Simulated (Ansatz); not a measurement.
The lowest singlet and triplet of ClGa (SMILES [Cl][Ga]); geometries from B3LYP-D3(BJ)/def2-TZVP, each state relaxed from the structure named, with no frequency check.
Singlet (charge 0, multiplicity 1):
```xyz
2

Cl     0.000     0.000    -1.446
Ga     0.000     0.000     0.793
```

A positive gap puts the triplet lower; no zero-point energy. R- takes a restricted singlet. The triplet is unrestricted in single-reference levels. Active spaces average the two states.

Cores are frozen in the correlated methods. Filled d and f shells under p-block atoms count as core.

Codes used: Ansatz (Gaussian orbitals). Each number belongs to the level named beside it.

R-PBE/def2-TZVPP gives -3.574 eV for the gap E(singlet) − E(triplet), vertical, at the singlet's geometry.

Predict the shift from PBE, with its sign, for: R-r2SCAN/def2-TZVPP, R-B3LYP/def2-TZVPP, R-wB97M-V/def2-TZVPP, R-B2PLYP/def2-TZVPP, R-MP2/def2-QZVPP, R-CCSD(T)/def2-QZVPP, SC-NEVPT2 on SA-CASSCF(2,3)/def2-QZVPP, FIC-MRCISD+Q on SA-CASSCF(2,3)/def2-QZVPP.

R-r2SCAN/def2-TZVPP 0.178; R-B3LYP/def2-TZVPP -0.116; R-wB97M-V/def2-TZVPP -0.120; R-B2PLYP/def2-TZVPP -0.003; R-MP2/def2-QZVPP 0.301; R-CCSD(T)/def2-QZVPP 0.196; SC-NEVPT2 on SA-CASSCF(2,3)/def2-QZVPP 0.120; FIC-MRCISD+Q on SA-CASSCF(2,3)/def2-QZVPP 0.158 eV. 5 of 8 lie above PBE; the widest gap is to R-MP2/def2-QZVPP.

Ansatz is a program for electronic structure.
